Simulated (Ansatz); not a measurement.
Mulliken charges of CH4ClInS, SMILES `[CH3][In]([SH])[Cl]` from ωB97M-V/def2-TZVPP in Ansatz (PBE0-D4/def2-TZVP geometry).

```
atom   x (Å)   y (Å)   z (Å)  charge (e)
  C1  -0.140   1.519  -0.451      -0.561
 In2  -0.069  -0.535   0.107       0.705
  S3   1.651  -1.774   1.174      -0.346
 Cl4  -1.915  -1.907  -0.345      -0.374
  H5  -1.078   1.714  -0.968       0.154
  H6  -0.073   2.140   0.442       0.140
  H7   0.700   1.748  -1.107       0.140
  H8   0.924  -2.904   1.148       0.141
```

Q: By hand: the dipole of these point charges (1 e Å = 4.8032 D).

A: Σ q r = (0.227, 0.497, -0.029) e Å, of length 0.547 e Å = 2.63 D.

Q: How does the dipole of the full density compare? (Estimate.)

A: Ansatz gave: (0.189, 0.512, -0.049) e Å, 2.63 D; the point charges give 1.00 times that, at 5° from its direction.

Point charges leave out the atoms' own dipoles, such as those of lone pairs, and Mulliken's split depends on the basis, so the close match here is no proof of good charges.
